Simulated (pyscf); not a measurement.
**`[O][CH]=[O]`, doublet**

Gas-phase minimum from PySCF at ωB97X-D3(BJ)/def2-SVP, one conformer. Other isomers of •O–CH=O were not searched in full and may lie lower. 

SMILES: C(=O)[O]
```xyz
4

O      1.1715    -0.7116    -0.5582
C      0.2150    -0.0438    -0.8100
O     -0.0958     1.2007    -0.7600
H     -0.7738    -0.4707    -1.2136
```
Charge 0, spin multiplicity 2.

Bonded distances (Å): O1–C2 1.193, C2–O3 1.284, C2–H4 1.150. Bond angles (°): O1–C2–O3 136.7, O1–C2–H4 123.7, O3–C2–H4 99.5.

Properties at ωB97X-D3(BJ)/def2-SVP:

Harmonic wavenumbers, unscaled: 348, 928, 1041, 1226, 1883, 2667 cm⁻¹
Zero-point energy: 11.6 kcal/mol
Rotational symmetry number: 1
Entropy of this conformer at 298 K and 1 atm, rigid rotor and harmonic oscillator, modes under 100 cm⁻¹ raised to 100: 253.7 J/(mol K)
Dipole moment: 1.88 D
Spin expectation value S2: 0.755

Single-point totals, which compare only within one level (frozen core for MP2 and CC):

```json
[
 {"level": "ωB97X-D3(BJ)/def2-TZVP", "total energy (hartree)": "-189.19029"},
 {"level": "PBE/def2-TZVP", "total energy (hartree)": "-188.97227"},
 {"level": "r²SCAN/def2-TZVP", "total energy (hartree)": "-189.07310"},
 {"level": "B3LYP-D3(BJ)/def2-TZVP", "total energy (hartree)": "-189.16554"},
 {"level": "PBE0-D3(BJ)/def2-TZVP", "total energy (hartree)": "-188.95741"},
 {"level": "M06-2X/def2-TZVP", "total energy (hartree)": "-189.07724"},
 {"level": "ωB97M-D3(BJ)/def2-TZVP", "total energy (hartree)": "-189.20052"},
 {"level": "UHF/def2-TZVPP", "total energy (hartree)": "-188.20361"},
 {"level": "MP2/def2-TZVPP", "total energy (hartree)": "-188.77396"},
 {"level": "CCSD/def2-TZVPP", "total energy (hartree)": "-188.79080"},
 {"level": "CCSD(T)/def2-TZVPP", "total energy (hartree)": "-188.81621"}
]
```

The CCSD(T) − MP2 part came from Ansatz, without density fitting, on the same reference.
